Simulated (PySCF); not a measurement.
Compound: C₆H₁₃O (doublet state).
Atom-mapped SMILES: `[CH3:1][C:2]([CH3:3])[O:4][CH:5]([CH3:6])[CH3:7]` (hydrogens: H8, H9, H10 on C1; H11, H12, H13 on C3; H14 on C5; H15, H16, H17 on C6; H18, H19, H20 on C7)

Cartesian coordinates in Å at the GFN2-xTB level; atoms count from 1:
```xyz
20
C6H13O angstrom
C      1.8881    0.0411    1.8034
C      1.1467    0.1225    0.5133
C      1.9021    0.0885   -0.7748
O     -0.1358   -0.3805    0.6089
C     -1.0131   -0.2386   -0.4912
C     -2.2020   -1.1552   -0.2186
C     -1.4625    1.2171   -0.6443
H      1.1920    0.1608    2.6297
H      2.6453    0.8223    1.8548
H      2.3962   -0.9235    1.9290
H      2.9167    0.4313   -0.5931
H      1.9573   -0.9239   -1.1956
H      1.4576    0.7329   -1.5361
H     -0.5118   -0.5644   -1.4145
H     -2.9121   -1.1012   -1.0389
H     -1.8617   -2.1814   -0.1073
H     -2.6935   -0.8528    0.7022
H     -0.6008    1.8668   -0.7777
H     -2.1202    1.3179   -1.5032
H     -1.9937    1.5310    0.2509
```

The hyperfine couplings belong to this conformer and change with its torsions.

Method used: PySCF, UKS B3LYP, pcH-1 on C H O, non-relativistic, mean-field spin-orbit, GIAO. One conformer (not necessarily the lowest) at the GFN2-xTB geometry, without solvent, vibrations or thermal averaging. The geometry wasn't refined by DFT: couplings that depend on bond lengths, twists or pyramidal angles can differ widely from those at the functional's own minimum. No stability test was run, so a lower SCF solution isn't excluded.

Principal values of hyperfine tensors in MHz (contact and dipolar terms together), for some of the nuclei:

```tsv
atom	isotope	A1	A2	A3
C2	13C	78.05	79.58	309.35
H10	1H	113.56	114.65	125.22
H13	1H	57.36	58.48	72.71
H9	1H	34.55	35.41	49.74
C1	13C	-22.71	-21.98	-17.96
O4	17O	-70.48	9.22	11.92
H8	1H	10.65	11.49	24.93
C3	13C	-14.81	-13.79	-7.78
```

Task: Split each tensor into its isotropic and traceless parts, and turn a_iso into mT with g = 2.0032.

Result: a_iso is a third of the trace, T = A − a_iso, and a(mT) = a(MHz)/(g × 13.996).

| atom | a_iso (MHz) | a_iso (mT) | T1 | T2 | T3 |
| --- | --- | --- | --- | --- | --- |
| C2 | 155.66 | 5.552 | -77.61 | -76.08 | 153.69 |
| H10 | 117.81 | 4.202 | -4.25 | -3.16 | 7.41 |
| H13 | 62.85 | 2.242 | -5.49 | -4.37 | 9.86 |
| H9 | 39.90 | 1.423 | -5.35 | -4.49 | 9.84 |
| C1 | -20.88 | -0.745 | -1.83 | -1.09 | 2.92 |
| O4 | -16.45 | -0.587 | -54.03 | 25.67 | 28.36 |
| H8 | 15.69 | 0.560 | -5.04 | -4.20 | 9.25 |
| C3 | -12.13 | -0.433 | -2.69 | -1.66 | 4.35 |

Task: What spin density at the nucleus of O4 lies behind its contact coupling (g_N = -0.75752)?

Result: a_FC = (2μ0/3) gₑ μB g_N μN ρ(0)/(2S·h) = 800.24 MHz × g_N × ρ(0)/(2S), with ρ in bohr⁻³. With a_FC = -16.45 MHz and 2S = 1, ρ(0) = 0.02713 bohr⁻³. The nuclear moment is negative, so coupling and spin density have opposite signs.

Task: H12 (1H, g_N = 5.58569) isn't in the table. Its spin density at the nucleus is 0.02382 bohr⁻³. What is its contact coupling?

Result: By the same relation, a_FC = 106.5 MHz. Its full tensor has the principal values 102.08, 103.34, 114.02 MHz.

Task: Which nucleus of the table has the largest anisotropic coupling, and what is its form?

Result: C2: -77.6, -76.1, 153.7 MHz, axial, in the ratio −1:−1:+2, the form that spin in one p orbital centred on that nucleus gives.

Task: What first-order splitting does H13 cause when the field lies along A1, A2 or A3 of its tensor (g taken as isotropic, no quadrupole term)?

Result: 2 lines (I = 1/2), spaced by |A_i|/(g × 13.996): 2.05, 2.09, 2.59 mT along the axes of A1, A2 and A3.
